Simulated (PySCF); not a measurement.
**Electron correlation in I(2+) (iodine, charge +2)**

[Kr] 4d10 5s1 5p4, high-spin 4P determinant (an excited configuration). Computed with PySCF 2.14 in aug-cc-pwCVTZ-DK3 with one added diffuse shell each of s, p, d, f type (11s10p8d5f1g, 125 functions), with the spin-free X2C one-electron Hamiltonian (Gaussian nucleus). Frozen: [Kr] 4d10; 5 electrons correlated.

MP2 pair energies summed by pair of shells (mhartree):

| pair | energy | share (%) |
| --- | --- | --- |
| 5p-5p | -61.38 | 87.2 |
| 5s-5p | -9.00 | 12.8 |

Total MP2 correlation energy: -70.39 mhartree.

Same-spin part -17.52 and opposite-spin part -52.86 mhartree; SCS-MP2 scales them by 1/3 and 6/5 to -69.28 mhartree.
